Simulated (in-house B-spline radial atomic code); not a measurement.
## Ionising Ga XI (Ga10+) with different functionals

Computed with an all-electron radial atomic-structure program (B-spline basis): four-component Dirac-Coulomb Hamiltonian, Fermi nucleus of rms radius 3.9973 fm, spin-restricted, spherical fractional occupations for the functionals. The ionisation energy is the difference of two self-consistent energies, [Ar] 3d3 → [Ar] 3d2, without Breit or QED terms; ε is the level of the shell that loses the electron (mean over j). The electron is taken from both j subshells in proportion to 2j + 1, so the result is a j average, not the step between ground levels.

Hybrids are left out here: with spherical fractional occupations of an open shell their exact exchange keeps a self-interaction that integer-occupation calculations don't have.

| method | rung | ΔSCF (eV) | -ε(3d) (eV) |
| --- | --- | --- | --- |
| LDA VWN5 | LDA | 279.09 | 260.62 |
| relativistic LDA | LDA | 279.10 | 260.63 |
| LDA PW92 | LDA | 279.07 | 260.61 |
| LDA exchange-only | LDA | 276.76 | 258.30 |
| PBE | GGA | 278.74 | 260.28 |
| PBEsol | GGA | ? | ? |
| BLYP | GGA | 278.68 | 260.21 |
| RPBE | GGA | 278.65 | 260.20 |
| PW91 | GGA | ? | ? |
| BP86 | GGA | 278.85 | 260.39 |
| AM05 | GGA | 278.75 | 260.30 |
| OLYP | GGA | 279.63 | 261.17 |

Problem. What does PBEsol give?

Solution. ΔSCF 278.68 eV, and -ε(3d) = 260.23 eV.

Problem. What does PW91 give?

Solution. ΔSCF 278.96 eV, and -ε(3d) = 260.50 eV.

Problem. How do they compare with the NIST value?

Solution. NIST lists 280 eV ± 2.4 (tabulated theory, ground level to ground level). Errors run from -3.24 to -0.37 eV; all lie within about twice that uncertainty, so the table can't rank the methods.
